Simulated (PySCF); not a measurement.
**Finite-field polarisability of Rb⁻ (rubidium, charge -1)**

[Kr] 5s2, closed-shell 1S. All numbers are calculated (PySCF 2.14, the spin-free X2C one-electron Hamiltonian (Gaussian nucleus), in aug-cc-pwCVTZ-X2C with one added diffuse shell each of s, p, d, f type (11s10p8d4f, 109 functions)). Frozen: [Ar] 3d10. Energy changes in a uniform field (μhartree):

```tsv
axis	F (au)	HF	MP2	CCSD	CCSD(T)
x	0.00027	-105.428	-58.016	-65.556	-64.296
x	0.00054	-449.974	-249.071	-268.320	-264.538
```

**Question.** Derive α along x at CCSD(T) from the two fields.

**Answer.** With ΔE = −αF²/2 − γF⁴/24, α = −(16 ΔE(F) − ΔE(2F))/(6F²) = 1747 bohr³.

**Question.** And the mean polarisability at each level?

**Answer.** HF 2828, MP2 1553, CCSD 1785, CCSD(T) 1747 bohr³.
